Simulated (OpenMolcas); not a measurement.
# Ti3+, Zr3+, Hf3+: d down the group

```json
{
  "Program": "OpenMolcas",
  "Method": "SS-CASPT2, IPEA 0.25 Eh, imaginary shift 0.1 Eh",
  "Basis": "ANO-RCC-VTZP",
  "Scalar Hamiltonian": "DKH2, point nucleus",
  "Spin-orbit coupling": "RASSI with atomic mean-field integrals over the reference wave functions, term energies averaged over their components"
}
```

Active space for each ion: 1 electron in 5 orbitals (d); closed shells correlated by CASPT2: Ti3+ 3s 3p; Zr3+ 4s 4p; Hf3+ 5s 5p.

Computed levels in cm-1 above 2D 3/2:

```
                               Level  Ti3+  Zr3+  Hf3+
                              2D 5/2   373  1226  4910
weight of 2D in the lowest level (%)   100   100   100
```

Measured, with the error of the calculation in %. Measured levels: Ti3+ from Corliss and Sugar, J. Phys. Chem. Ref. Data 8, 1 (1979); Zr3+ from the list in Rauch et al., Astron. Astrophys. 599, A142 (2017).

```
 Level        Ti3+         Zr3+
2D 5/2  382 (-2.3)  1251 (-2.0)
```

The fine-structure level 2D 5/2 changes by a factor of 13.2 from Ti3+ to Hf3+.

CASPT2 breaks the degeneracy within a term, and the mean is taken; among the terms shown or strongly mixed into the levels shown the widest spread is 13 cm-1 (3d 2D, Ti3+). With one active electron, CASPT2 adds the correlation within the correlated inactive shells and between them and that electron, and leaves the splitting within a term as the reference gives it. Measured partners are found by configuration, term and J. A level has none where our copy of the source lacks it or the pairing is in doubt (some pairs that miss far off the trend of their configuration count as doubtful), and it then counts in no deviation. Only configurations of the active space appear.
